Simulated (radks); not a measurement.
Question: Coherent X-ray form factor from a spherical all-electron density. All-electron calculation, non-relativistic Kohn-Sham, PBE, spin-polarised, spherical densities, point nucleus. Program: a radial shooting solver on a logarithmic mesh with Libxc functionals.

| sin(theta)/lambda (1/angstrom) | f0 (electrons) |
|---|---|
| 0.05 | 28.446 |
| 0.1 | 27.050 |
| 0.15 | 25.270 |
| 0.2 | 23.392 |
| 0.25 | 21.529 |
| 0.3 | 19.729 |
| 0.4 | 16.437 |
| 0.5 | 13.676 |
| 0.6 | 11.498 |
| 0.8 | 8.653 |
| 1 | 7.139 |
| 1.25 | 6.061 |
| 1.5 | 5.249 |
| 2 | 3.791 |

The species is in the configuration that NIST lists as its ground one. Which atom or ion scatters so?

Answer: Neutral copper, [Ar] 3d10 4s1. Extrapolating in s^2 from the first two rows gives f0(0) = 28.9, near the electron count 29; among species with that count, the fall with angle is slower the higher Z, and the table is that of Z = 29; from so few rows the species is fixed only to a neighbour or two.
